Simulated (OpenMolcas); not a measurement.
# Ne4+: effect of the basis set

| Property | Result |
| --- | --- |
| Program | OpenMolcas |
| Method | CASSCF |
| Active space | 4 electrons in 8 orbitals (2s 2p 3s 3p) |
| State averaging | 2S+1 = 3 even, 3 roots; 2S+1 = 1 even, 6 roots; 2S+1 = 5 odd, 1 root; 2S+1 = 3 odd, 9 roots; 2S+1 = 1 odd, 8 roots |
| Spin-orbit coupling | state interaction with AMFI integrals over the reference wave functions, term energies averaged over their components |

A. ANO-RCC-VTZP [4s3p2d1f], DKH2, point nucleus; cost of the order of 18 core-seconds
B. ANO-R2 [4s4p2d1f], X2C, finite nucleus; cost about 30 core-seconds
C. ANO-RCC-VQZP [5s4p3d2f1g], DKH2, point nucleus; cost about 19 core-seconds
D. ANO-RCC [8s7p4d3f2g], DKH2, point nucleus; cost about 26 core-seconds

Energies in cm⁻¹ above 2s² 2p² ³P₀, the measured ground level; measured values from NIST levels in Podobedova, Fuhr, Reader and Wiese, J. Phys. Chem. Ref. Data 33, 525 (2004).

```json
{"Level": "2s² 2p² ³P₀", "A": "0.0", "B": "0.0", "C": "0.0", "D": "0.0", "Measured": "0.0"}
{"Level": "2s² 2p² ³P₁", "A": "402", "B": "392", "C": "395", "D": "397", "Measured": "412"}
{"Level": "2s² 2p² ³P₂", "A": "1158", "B": "1130", "C": "1137", "D": "1145", "Measured": "1110"}
{"Level": "2s² 2p² ¹D₂", "A": "32910", "B": "33317", "C": "33103", "D": "33078", "Measured": "30292"}
{"Level": "2s² 2p² ¹S₀", "A": "59483", "B": "60036", "C": "59802", "D": "59748", "Measured": "63914"}
{"Level": "2s 2p³ ⁵S°₂", "A": "78522", "B": "77451", "C": "77852", "D": "77747", "Measured": ""}
{"Level": "2s 2p³ ³D°₁", "A": "178971", "B": "178644", "C": "179056", "D": "178922", "Measured": ""}
{"Level": "2s 2p³ ³D°₂", "A": "178976", "B": "178648", "C": "179060", "D": "178925", "Measured": ""}
{"Level": "2s 2p³ ³D°₃", "A": "179002", "B": "178672", "C": "179083", "D": "178949", "Measured": ""}
{"Level": "2s 2p³ ³P°₀", "A": "208825", "B": "208545", "C": "209094", "D": "208958", "Measured": "208193"}
{"Level": "2s 2p³ ³P°₁", "A": "208842", "B": "208561", "C": "209109", "D": "208973", "Measured": ""}
{"Level": "2s 2p³ ³P°₂", "A": "208874", "B": "208591", "C": "209138", "D": "209002", "Measured": ""}
{"Level": "2s 2p³ ¹D°₂", "A": "284766", "B": "284727", "C": "285097", "D": "284950", "Measured": "270564"}
{"Level": "2s 2p³ ³S°₁", "A": "290662", "B": "290334", "C": "291057", "D": "290936", "Measured": ""}
{"Level": "2s 2p³ ¹P°₁", "A": "314418", "B": "314165", "C": "314828", "D": "314686", "Measured": ""}
```

Deviations, from unrounded energies. A percentage is the sum of absolute deviations over the sum of measured energies, with the sign that they share, or ± where signs differ.

| Against measurement | Levels | A | B | C | D |
| --- | --- | --- | --- | --- | --- |
| mean absolute deviation (cm-1) | 6 | 3700 | 3600 | 3700 | 3700 |
| fine structure of the ground term (%) | 2 | ±3.8 | ±2.6 | ±2.9 | ±3.3 |
| other terms of the ground configuration (%) | 2 | ±7.5 | ±7.3 | ±7.3 | ±7.4 |
| other configurations (%) | 2 | +3.1 | +3.0 | +3.2 | +3.2 |

A, B, C, D lie about equally close to measurement. The largest miss of B in the table is 2s 2p³ ¹D°₂, by +14000 cm-1. The ranking rests on the paired levels alone, and a cruder setting can come out closer through cancelling errors.

Among A to D the level of the table that moves most is 2s 2p³ ⁵S°₂, by 1100 cm-1 (lowest in B, highest in A).

Active for correlation alone: 3p 3s; no level in the range computed is led by a configuration that fills them, so any true level of that kind is missing. Measured partners are found by configuration, term and J. A level has none where our copy of the source lacks it or the pairing is in doubt (some pairs that miss far off the trend of their configuration count as doubtful), and it then counts in no deviation. Only configurations of the active space appear.

° marks odd parity.
